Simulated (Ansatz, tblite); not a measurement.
Removing and adding an electron: K2I (the lowest doublet isomer of a short search). Total charge 0; doublet. Geometry: r2SCAN-D4/def2-TZVP. Ansatz, gas phase; energy differences of separate SCF runs; the oxidised species is a singlet (the triplet lies 3.82 eV higher at PBE0-D4/def2-TZVP); the reduced species is a singlet (the triplet lies 0.05 eV higher at PBE0-D4/def2-TZVPD).

```xyz
3

K     0.0468    2.2126    0.1095
K    -0.7113   -1.6037    1.3532
I     0.6645   -0.6089   -1.4627
```

In the def2 sets I takes a core potential; there is no spin–orbit coupling. The xTB rows come from tblite. Correlated methods freeze 14 core orbitals; core or outer-core shells of K, I are correlated, in sets that lack core-valence functions. The structure comes from a short search, and lower isomers may exist.

| level | −HOMO (eV) | vertical IE (eV) | −LUMO (eV) | vertical EA (eV) | HOMO–LUMO gap (eV) | IE − EA (eV) | remarks |
| --- | --- | --- | --- | --- | --- | --- | --- |
| HF/def2-TZVPP | – | 3.77 | – | – | – | – | – |
| PBE-D4/def2-TZVPD | 2.53 | – | 1.88 | 0.74 | 0.65 | – | HOMO above zero (-1 singlet), restricted SCF unstable in HF (-1 singlet) |
| r2SCAN-D4/def2-TZVPD | 2.49 | – | 1.66 | 0.57 | 0.83 | – | HOMO above zero (-1 singlet), restricted SCF unstable in HF (-1 singlet) |
| PBE0-D4/def2-TZVP | 2.92 | 4.18 | 1.29 | – | 1.63 | – | – |
| MP2/def2-TZVPP | – | 4.01 | – | – | – | – | – |
| CCSD/def2-TZVPD | – | – | – | 0.62 | – | – | large T1 (0.020) (-1 singlet), restricted SCF unstable (-1 singlet) |
| CCSD/def2-TZVPP | – | 4.01 | – | – | – | – | – |
| CCSD(T)/def2-TZVPD | – | – | – | 0.72 | – | – | large T1 (0.020) (-1 singlet), restricted SCF unstable (-1 singlet) |

(1) Estimate the rows for GFN1-xTB, GFN2-xTB, PBE-D4/def2-TZVP, r2SCAN-D4/def2-TZVP, PBE0-D4/def2-TZVPD, MP2/def2-TZVPD, CCSD(T)/def2-TZVPP.

Answers

(1) 
```csv
level,−HOMO (eV),vertical IE (eV),−LUMO (eV),vertical EA (eV),HOMO–LUMO gap (eV),IE − EA (eV),remarks
GFN1-xTB,–,9.72,–,7.35,–,2.37,–
GFN2-xTB,–,9.43,–,3.27,–,6.16,–
PBE-D4/def2-TZVP,2.52,4.24,1.87,–,0.65,–,–
r2SCAN-D4/def2-TZVP,2.48,4.08,1.60,–,0.88,–,–
PBE0-D4/def2-TZVPD,2.93,–,1.30,0.64,1.62,–,"HOMO above zero (-1 singlet), restricted SCF unstable in HF (-1 singlet)"
MP2/def2-TZVPD,–,–,–,0.52,–,–,restricted SCF unstable (-1 singlet)
CCSD(T)/def2-TZVPP,–,4.03,–,–,–,–,–
```

Relaxing the oxidised species (r2SCAN-D4/def2-TZVP) changes its energy by -0.63 eV at PBE-D4/def2-TZVP, so the adiabatic ionisation energy to this nearest minimum is 3.61 eV. At PBE0-D4/def2-TZVP it is 3.51 eV.  Run but left out: HF/def2-TZVPD (charge -1 singlet: restricted singlet, unstable towards broken spin symmetry).   A HOMO above zero means that the electron is unbound at that level or that self-interaction error raises the level; the energy of removing that electron tells which. HOMO and LUMO are the levels of the spin that leaves or enters (xTB has no such levels and no spin-polarisation term). Other spin states of the ions may lie lower, which would lower the ionisation energy or raise the affinity. Raw xTB energy differences between charge states are shifted by several eV; the methods need an empirical correction for them.
